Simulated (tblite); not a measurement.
Parent: `[CH2:1]=[CH:2][N:3]([SiH3:4])[SiH2:5][F:6]` with C1–C2–N3–Si4 1°, C2–N3–Si5–F6 179°, C2H8FNSi2.

The geometries are computed with GFN2-xTB (gas phase). One conformer each, not checked by frequencies here.

| coordinate of the parent | value |
| --- | --- |
| C1=C2 | 1.325 Å |
| C2–N3 | 1.388 Å |
| N3–Si4 | 1.759 Å |
| N3–Si5 | 1.734 Å |
| Si5–F6 | 1.603 Å |
| C1–C2–N3 | 127.0° |
| C2–N3–Si4 | 119.4° |
| C2–N3–Si5 | 115.3° |
| Si4–N3–Si5 | 125.4° |
| N3–Si5–F6 | 107.8° |

**Question.** How does the shared frame change in `[CH:1]#[C:2]/[CH:3]=[CH:4]/[N:5]([SiH3:6])[SiH2:7][F:8]` with C3–C4–N5–Si6 0°, C4–N5–Si7–F8 177°, C4H8FNSi2? Atoms pair as C1 = C3, C2 = C4, N3 = N5, Si4 = Si6, Si5 = Si7, F6 = F8 (parent first).

**Answer.** 
```csv
parent,relative,value in the relative,change
C1=C2,C3=C4,1.338 Å,+0.013
C2–N3,C4–N5,1.383 Å,-0.005
N3–Si4,N5–Si6,1.762 Å,+0.003
N3–Si5,N5–Si7,1.737 Å,+0.003
Si5–F6,Si7–F8,1.603 Å,0.000
C1–C2–N3,C3–C4–N5,126.6°,-0.4
C2–N3–Si4,C4–N5–Si6,119.6°,+0.2
C2–N3–Si5,C4–N5–Si7,115.1°,-0.2
Si4–N3–Si5,Si6–N5–Si7,125.3°,-0.1
N3–Si5–F6,N5–Si7–F8,107.4°,-0.4
```

Of the parent's bonds, C1–C2 changes most (+0.013 Å). Bonds of the relative outside the shared frame: C1≡C2 1.202, C2–C3 1.406 Å.
